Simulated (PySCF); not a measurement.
# SbH₃ at several levels of theory

All levels use the PBE0 minimum (singlet; Sb–H 1.708 Å (×3); H–Sb–H 91.4° (×3)), basis [Sb def2-TZVP with ECP28, H def2-TZVP], scalar-relativistic core potentials, density fitting, no spin–orbit coupling, PySCF. For vertical energies the ionised species is a doublet (spins chosen at PBE0 and kept). Atomisation goes to high-spin ground-configuration atoms, without zero-point energy. Open shells are unrestricted, also as the reference of the correlated levels. A dash marks a value that was not computed or is not defined at that level.

```json
{"level": "PBE0", "atomisation (kJ/mol)": "798", "vertical IP (eV)": "9.87", "−ε(HOMO) (eV)": "7.53", "gap (eV)": "7.40", "dipole (D)": "0.31"}
{"level": "HF", "atomisation (kJ/mol)": "533", "vertical IP (eV)": "8.99", "−ε(HOMO) (eV)": "9.80", "gap (eV)": "12.33", "dipole (D)": "0.36"}
{"level": "MP2", "atomisation (kJ/mol)": "719", "vertical IP (eV)": "9.90", "−ε(HOMO) (eV)": "–", "gap (eV)": "–", "dipole (D)": "–"}
{"level": "PBE", "atomisation (kJ/mol)": "811", "vertical IP (eV)": "9.85", "−ε(HOMO) (eV)": "6.51", "gap (eV)": "5.63", "dipole (D)": "0.35"}
{"level": "B3LYP", "atomisation (kJ/mol)": "835", "vertical IP (eV)": "10.00", "−ε(HOMO) (eV)": "7.37", "gap (eV)": "7.00", "dipole (D)": "0.44"}
{"level": "r2SCAN", "atomisation (kJ/mol)": "811", "vertical IP (eV)": "9.88", "−ε(HOMO) (eV)": "6.76", "gap (eV)": "6.14", "dipole (D)": "0.30"}
{"level": "TPSSh", "atomisation (kJ/mol)": "850", "vertical IP (eV)": "9.90", "−ε(HOMO) (eV)": "7.03", "gap (eV)": "6.53", "dipole (D)": "0.37"}
{"level": "HSE06", "atomisation (kJ/mol)": "805", "vertical IP (eV)": "9.91", "−ε(HOMO) (eV)": "7.13", "gap (eV)": "6.62", "dipole (D)": "0.33"}
{"level": "r2SCAN0", "atomisation (kJ/mol)": "799", "vertical IP (eV)": "9.89", "−ε(HOMO) (eV)": "7.70", "gap (eV)": "7.74", "dipole (D)": "0.30"}
```
